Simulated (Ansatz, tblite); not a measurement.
Spin states of the cluster Zn₂Te⁺, each relaxed with PBE-D4/def2-TZVP in Ansatz. Electronic energies in the gas phase.

In the def2 sets Te takes a core potential; there is no spin–orbit coupling. The xTB rows come from tblite. LC-ωPBE has ω = 0.4 bohr⁻¹. B3LYP takes the VWN-RPA correlation. HSE06 is defined as in plane-wave codes, on full-range PBE exchange. Correlated methods freeze 22 core orbitals; core or outer-core shells of Te are correlated, in sets that lack core-valence functions. In CCSD on the charge 1 doublet the largest single amplitude is 0.23, so its Hartree–Fock determinant may place the open shell otherwise than the density functionals do. The structure comes from a short search, and lower isomers may exist.

Doublet geometry (C2v within 0.1 Å):

```csv
atom,x (Å),y (Å),z (Å)
Zn1,-0.353,-1.416,1.644
Zn2,-0.508,1.642,-1.371
Te3,0.861,-0.226,-0.273
```

Quartet geometry (C2v within 0.1 Å):

```xyz
3

Zn    1.629   -1.177    0.859
Zn   -0.582    1.446   -1.532
Te   -1.047   -0.268    0.673
```

⟨S²⟩: doublet 0.76 at PBE0-D4/def2-TZVP (pure 0.75), quartet 3.77 at PBE0-D4/def2-TZVP (pure 3.75).

Run but left out: HF/def2-TZVP, MP2/def2-TZVP (doublet: ⟨S²⟩ 1.05, where a pure state has 0.75).

Only these spin states were relaxed.

(1) Estimate which spin state lies lowest at each of these levels, and by how much: GFN1-xTB; GFN2-xTB; PBE-D4/def2-TZVP; r2SCAN-D4/def2-TZVP; B3LYP-D4/def2-TZVP; PBE0-D4/def2-TZVP; HSE06-D4/def2-TZVP; LC-ωPBE/def2-TZVP; ωB97M-V/def2-TZVP; B2PLYP/def2-TZVP; RPA@PBE/def2-TZVP; CCSD/def2-TZVP; CCSD(T)/def2-TZVP.

Answers

(1) 
```tsv
level	quartet − doublet (kJ/mol)	lowest of these	remarks
GFN1-xTB	190.6	doublet	–
GFN2-xTB	139.9	doublet	–
PBE-D4/def2-TZVP	65.0	doublet	–
r2SCAN-D4/def2-TZVP	47.9	doublet	–
B3LYP-D4/def2-TZVP	50.3	doublet	–
PBE0-D4/def2-TZVP	50.6	doublet	–
HSE06-D4/def2-TZVP	52.7	doublet	–
LC-ωPBE/def2-TZVP	21.3	doublet	–
ωB97M-V/def2-TZVP	41.1	doublet	–
B2PLYP/def2-TZVP	57.1	doublet	–
RPA@PBE/def2-TZVP	60.8	doublet	–
CCSD/def2-TZVP	31.0	doublet	spin-contaminated (⟨S²⟩ 1.05) (doublet)
CCSD(T)/def2-TZVP	43.6	doublet	spin-contaminated (⟨S²⟩ 1.05) (doublet)
```

Change of the quartet − doublet gap on mixing in exact exchange, in kJ/mol: PBE to PBE0 (25 % exact exchange) -14.4. The xTB methods have no term that favours high spin, so they put low spin too low.
